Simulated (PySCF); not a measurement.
# Assigning NMR signals

Cartesian coordinates in Å; atom numbers follow the order of the lines, from 1:
```xyz
17

C     2.5403    0.6927   -0.3400
C     1.9969   -0.6623    0.0567
O     0.8243   -0.9799   -0.6653
B    -0.3760   -0.5510   -0.2365
O    -0.5725    0.1789    0.9125
C    -1.9666    0.3401    1.0816
C    -2.5846   -0.1485   -0.2460
O    -1.5347   -0.8116   -0.9177
H     3.4918    0.8955    0.1750
H     1.8292    1.4882   -0.0706
H     2.7174    0.7356   -1.4252
H     2.7303   -1.4528   -0.1677
H     1.7951   -0.6908    1.1411
H    -2.2005    1.3948    1.2953
H    -2.3049   -0.2616    1.9427
H    -3.4278   -0.8396   -0.0885
H    -2.9486    0.6893   -0.8657
```

Averaged over atoms made equivalent by symmetry, fast rotation or ring inversion, in vacuum, a single conformation, non-relativistic Hamiltonian. GIAO KT3/pcSseg-1 shieldings; geometry from PBE0-D3(BJ)/def2-SVP; J: B3LYP/pcJ-1 (spin–dipole term only in couplings to heteroatoms); PySCF 2.14.0 with density-fitted response routines.

Chemical shifts δ = σref − σ; TMS for 13C (σ = 182.31 ppm) and 1H (σ = 31.32 ppm), all at this level.

(1) Assign these signals to the numbered atoms. 13C{1H} NMR (computed): δ 67.7 (CH2), 63.3 (CH2), 19.9 (CH3).

(2) Assign these signals to the numbered atoms. 1H NMR (500 MHz, computed): δ 4.11 (s, 4H), 3.93 (q, J = 7.8 Hz, 2H), 1.15 (t, J = 7.8 Hz, 3H).

## Answers

(1) 
67.7 → C6/C7, sp3 CH2 bonded to O: deshielded by the electronegative neighbour
63.3 → C2, sp3 CH2 bonded to O
19.9 → C1, methyl carbon: a saturated carbon with 1 carbon neighbour and no heteroatom attached

(2) 
| δ (ppm) | atoms | environment | reason |
| --- | --- | --- | --- |
| 4.11 | H14/H15/H16/H17 | hydrogen on an sp3 CH2 bonded to O | its carbon carries O, hence the downfield position |
| 3.93 | H12/H13 | hydrogen on an sp3 CH2 bonded to O | – |
| 1.15 | H9/H10/H11 | hydrogen on a methyl carbon | – |

Splittings below 1 Hz are ignored in the labels, and close J values are merged. Unscaled 3J(H,H) at this level run about 10 % above measured values. Shifts are as computed, not scaled to solution data. Of 1313 compounds with measured shifts, 239 miss one by over three times the rms of a fit or turn the order of signals round; such compounds aren't used in these exercises.
